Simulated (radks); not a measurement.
Results of a calculation; reference values are marked as such.
The copper ion Cu6+, 23 electrons, occupied as [Ne] 3s1 3p6 3d5 4p1 (not the ground configuration). Level of theory: scalar-relativistic Kohn-Sham, LDA (Slater exchange, Perdew-Wang correlation), spin-polarised, spherical densities, point nucleus; open shells are filled with parallel spins first (a radial shooting solver on a logarithmic mesh with Libxc functionals).

Normalised radial functions P(r) = r R(r), r in bohr:

r	2p up	3p down
0.006225	0.0277	0.0113
0.008042	0.0444	0.0180
0.01039	0.0707	0.0287
0.01342	0.1118	0.0454
0.01733	0.1748	0.0708
0.02239	0.2692	0.1090
0.02892	0.4068	0.1642
0.03736	0.5996	0.2410
0.04826	0.8559	0.3413
0.06234	1.1730	0.4614
0.08053	1.5266	0.5856
0.1049	1.8711	0.6831
0.1355	2.0972	0.6938
0.175	2.1216	0.5599
0.226	1.8891	0.2394
0.292	1.4350	-0.2471
0.3771	0.8943	-0.7848
0.4872	0.4351	-1.1885
0.6293	0.1552	-1.2984
0.8129	0.0375	-1.0920
1.05	0.0056	-0.7065
1.356	0.0004	-0.3395
1.752	0.0000	-0.1140
2.263	0.0000	-0.0244
2.924	0.0000	-0.0029
3.777	0.0000	-0.0002
4.879	0.0000	0.0000

2p up: eigenvalue -1066.6 eV, 0 radial nodes, <r> = 0.207 bohr, 90 % of the charge inside 0.338 bohr. 3p down: eigenvalue -198.87 eV, 1 radial node at r = 0.258 bohr, <r> = 0.696 bohr, 90 % of the charge inside 1.06 bohr.
